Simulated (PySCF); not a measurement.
# Vertical excitation energies

Species: C₄H₅F₂NSi.
SMILES: `N#C[C@H]([SiH3])/C(F)=C\F`

Method: PySCF, TDDFT B3LYP/def2-SVPD, vertical, gas phase, core orbitals frozen in the response. Geometry: GFN2-xTB, one conformer, isolated molecule. Torsions of this conformer, `[N:1]#[C:2][C@H:3]([SiH3:4])/[C:5]([F:6])=[CH:7]\[F:8]`: C2–C3–C5–F6 60°.

```
state  E (eV)  ν̃ (cm⁻¹)       f  main configurations (H = HOMO, L = LUMO)
   S1    6.25      50400   0.053                    H→L+1 (49%), H→L (46%)
   S2    6.48      52240  0.0010      H→L+3 (66%), H→L+2 (19%), H→L+1 (8%)
   S3    6.71      54130   0.109       H→L+2 (35%), H→L+1 (24%), H→L (20%)
   S4    6.80      54810   0.176       H→L+2 (42%), H→L+3 (21%), H→L (20%)
   S5    7.23      58340  0.0075                  H-1→L (69%), H→L+4 (11%)
   S6    7.33      59100   0.067     H→L+4 (36%), H→L+6 (29%), H→L+5 (14%)
   S7    7.44      60010   0.010                  H→L+5 (75%), H→L+4 (18%)
   S8    7.51      60600   0.074                  H→L+6 (64%), H→L+4 (14%)
```

Triplets, Tamm–Dancoff:

```
state  E (eV)  λ (nm)  main configurations (H = HOMO, L = LUMO)
   T1    4.27   290.5                    H→L (78%), H→L+1 (12%)
   T2    6.13   202.2       H→L+1 (50%), H→L+3 (21%), H→L (10%)
   T3    6.19   200.1                  H→L+3 (48%), H→L+1 (28%)
```

The lowest singlet comes at 198 nm (603 kJ/mol) in the vacuum ultraviolet; it is of moderate strength; its leading configuration is HOMO→LUMO+1 (49%). The most intense listed level is S4 at 6.80 eV (182 nm, f = 0.176), 0.55 eV above S1. Löwdin shares by element: HOMO carbon 57% or more, fluorine 25% (atoms not listed hold the other 17%); LUMO carbon 51% or more, silicon 14% (atoms not listed hold the other 35%). Weighted by f, the mean energy of these states is 6.92 eV. The oscillator strengths of these states sum to 0.497; summed over the whole spectrum of an exact calculation they would give the number of electrons, 68 (Thomas–Reiche–Kuhn). The listed states span 1.27 eV, and the widest gap between neighbours is 0.44 eV (S4 to S5). No computed singlet lies in the visible range (380 to 750 nm); the lowest, at 198 nm, stands 2.99 eV above its violet end (3.26 eV). The window holds the lowest 8 singlets.
